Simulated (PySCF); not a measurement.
GeH4: fields on a plane

Level of theory: PBE0 in PySCF with Ge def2-TZVP, H def2-TZVP; no relativity; density-fitted integrals.

The singlet minimum has Ge–H 1.534 Å (×4); H–Ge–H 109.5° (×6).

The plane holds Ge1 at (0.00, 0.00), H2 at (1.53, 0.00), H3 at (-0.51, 1.45) Å. Columns run from x = -2.55 to 3.75 Å, rows from y = 3.75 (top) to -1.95 Å, in steps of 0.3 Å. Other isomers or separated fragments may lie lower.

Problem. Give the electrostatic potential (V) (cut at 20 V). Lower edges of the bins (V): '0' -0.04, '1' 0.08, '2' 0.26, '3' 0.56, '4' 1.03, '5' 1.78, '6' 2.96, '7' 4.84, '8' 7.82, '9' 12.53; top 20.0.

Solution. 
```
0000000000000000000000
0000000000000000000000
0000000000000000000000
0000011100000000000000
0000122221000000000000
0001234542100000000000
0001357764211100000000
0002479986432110000000
0012479997553211000000
1123468998765432100000
1223568999986554310000
1234679999998886421000
2235689999999998531000
2235689999999998531000
1234689999998886421000
1223568999986554310000
1123456788875432100000
1112235566654321000000
0011123444443211000000
0000112233332211000000
```

Problem. Give the electron localisation function (set to 0 where the density is under 0.005 e/Å³). Every second row and column.

Solution. 
```
0.00 0.00 0.00 0.00 0.00 0.00 0.00 0.00 0.00 0.00 0.00
0.00 0.00 0.00 0.00 0.00 0.00 0.00 0.00 0.00 0.00 0.00
0.00 0.00 0.92 0.99 0.99 0.65 0.00 0.00 0.00 0.00 0.00
0.00 0.67 1.00 1.00 1.00 0.89 0.07 0.00 0.00 0.00 0.00
0.00 0.61 0.99 1.00 1.00 0.72 0.18 0.41 0.49 0.00 0.00
0.00 0.14 0.69 0.77 0.16 0.18 0.76 0.99 0.99 0.72 0.00
0.00 0.05 0.22 0.15 0.44 0.58 0.94 1.00 1.00 0.96 0.00
0.00 0.05 0.23 0.17 0.59 0.23 0.91 1.00 1.00 0.91 0.00
0.00 0.04 0.16 0.36 0.30 0.26 0.55 0.94 0.95 0.00 0.00
0.00 0.00 0.05 0.12 0.16 0.10 0.07 0.15 0.00 0.00 0.00
```
